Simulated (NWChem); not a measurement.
# Si2H6O3; SMILES O[SiH](O)O[SiH3]

```xyz
11

Si    -0.0064    -1.0078    -0.4226
O     -1.4286    -1.4295     0.2925
O      1.1754    -2.0320     0.1106
O      0.4778     0.5236    -0.0250
Si    -0.0140     2.1025     0.1226
H     -0.2427    -1.0801    -1.8790
H     -1.3789    -1.7141     1.2103
H      2.0496    -1.6458     0.2153
H      1.1996     2.9672     0.1421
H     -0.7726     2.2934     1.3943
H     -0.8831     2.4954    -1.0271
```
Atoms are numbered in this order, from 1.

Computed with NWChem. Pople sets run with spherical d functions. STO-3G and 3-21G are far too small for this property and stand as cheap habits. Geometry: optimised at PBE0/def2-SVP. Field at 589 nm.

```
level           isotropic polarisability (bohr³)  anisotropy (bohr³)
--------------  --------------------------------  ------------------
B3LYP/STO-3G                                   …                   …
B3LYP/6-31G*                                48.8                 7.3
B3LYP/def2-SVP                              51.8                 6.3
```

Problem. Fill in the missing entries.

Solution. 
- B3LYP/STO-3G, isotropic polarisability (bohr³): 30.0
- B3LYP/STO-3G, anisotropy (bohr³): 11.9
